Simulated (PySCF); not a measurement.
C8H5Cl (charge -1 and doublet state).
Structure used (GFN2-xTB), in Å, numbered top down from 1:
```
atom  x, y, z in Å
C1     3.3107   -0.3477    0.3153
C2     2.0894   -0.2365    0.3575
C3     0.7428   -0.1033    0.1062
C4    -0.1103   -1.2435   -0.1043
C5    -1.4490   -1.1148   -0.3099
C6    -2.0732    0.1504   -0.3246
C7    -1.2756    1.2903   -0.1164
C8     0.0627    1.1599    0.0920
Cl9    1.0178    2.6099    0.3540
H10    4.2486   -0.4665    0.7907
H11    0.3593   -2.2213   -0.0979
H12   -2.0577   -2.0016   -0.4680
H13   -3.1365    0.2494   -0.4937
H14   -1.7296    2.2747   -0.1229
```

The species is `[H]/[C-]=[C]/C1=CC=CC=C1Cl` [radical] (charge -1).

Method used: UKS B3LYP, pcH-1 on C Cl H, non-relativistic, mean-field spin-orbit, GIAO (PySCF 2.14.0). Whether the extra electron is bound in the gas phase wasn't checked; a finite basis holds it in any case. The geometry wasn't refined by DFT: couplings that depend on bond lengths, twists or pyramidal angles can differ widely from those at the functional's own minimum, by a factor of two or more for some ions and for spin on atoms past the first row. The SCF solution wasn't tested for stability.

Principal values of hyperfine tensors in MHz (contact, dipolar and spin–orbit terms together), for some of the nuclei:

```csv
atom,isotope,A1,A2,A3
C1,13C,49.44,54.73,120.11
C6,13C,0.33,1.85,86.06
H13,1H,-38.78,-22.96,-10.19
C2,13C,-28.35,-20.47,-11.24
C7,13C,-20.28,-15.35,-13.71
C5,13C,-20.05,-15.32,-13.64
C3,13C,-8.81,-7.59,54.84
H11,1H,-14.39,-11.27,-3.43
```

(1) Give the isotropic coupling of each nucleus in MHz and in mT (g = 2.0027), and the anisotropic part.

(2) What spin density at the nucleus of C6 lies behind its contact coupling (g_N = 1.40482)?

(3) H10 (1H, g_N = 5.58569) isn't in the table. Its spin density at the nucleus is 0.003396 bohr⁻³. What is its contact coupling?

(4) Name the largest traceless tensor T of the table and describe it.

(5) In a single crystal, with the field along each principal axis of the tensor of C6 in turn, what first-order splitting does this nucleus give (isotropic g, quadrupole terms neglected)?

## Answers

(1) a_iso is a third of the trace, T = A − a_iso, and a(mT) = a(MHz)/(g × 13.996). The tensors hold a spin–orbit part: the run splits a_iso into a_FC + a_SO, and T includes its anisotropic share.

| atom | a_iso (MHz) | a_FC | a_SO | a_iso (mT) | T1 | T2 | T3 |
| --- | --- | --- | --- | --- | --- | --- | --- |
| C1 | 74.76 | 74.83 | -0.07 | 2.667 | -25.32 | -20.03 | 45.35 |
| C6 | 29.41 | 29.47 | -0.06 | 1.049 | -29.09 | -27.57 | 56.65 |
| H13 | -23.98 | -23.98 | 0.00 | -0.855 | -14.81 | 1.02 | 13.79 |
| C2 | -20.02 | -20.00 | -0.02 | -0.714 | -8.33 | -0.45 | 8.78 |
| C7 | -16.45 | -16.45 | 0.00 | -0.587 | -3.83 | 1.10 | 2.73 |
| C5 | -16.34 | -16.34 | 0.01 | -0.583 | -3.72 | 1.02 | 2.70 |
| C3 | 12.81 | 12.82 | -0.01 | 0.457 | -21.62 | -20.41 | 42.03 |
| H11 | -9.70 | -9.70 | 0.01 | -0.346 | -4.70 | -1.57 | 6.27 |

(2) a_FC = (2μ0/3) gₑ μB g_N μN ρ(0)/(2S·h) = 800.24 MHz × g_N × ρ(0)/(2S), with ρ in bohr⁻³. With a_FC = 29.47 MHz and 2S = 1, ρ(0) = 0.02622 bohr⁻³.

(3) By the same relation, a_FC = 15.18 MHz. Its full tensor has the principal values 3.28, 15.19, 27.06 MHz.

(4) C6: -29.1, -27.6, 56.7 MHz, nearly axial, close to the ratio −1:−1:+2, the form that spin in one p orbital centred on that nucleus gives.

(5) 2 lines (I = 1/2), spaced by |A_i|/(g × 13.996): 0.01, 0.07, 3.07 mT along the axes of A1, A2 and A3.

The SMILES draws the unpaired electron on C2; the largest computed Mulliken spin population is on C6 (0.37 against -0.03).
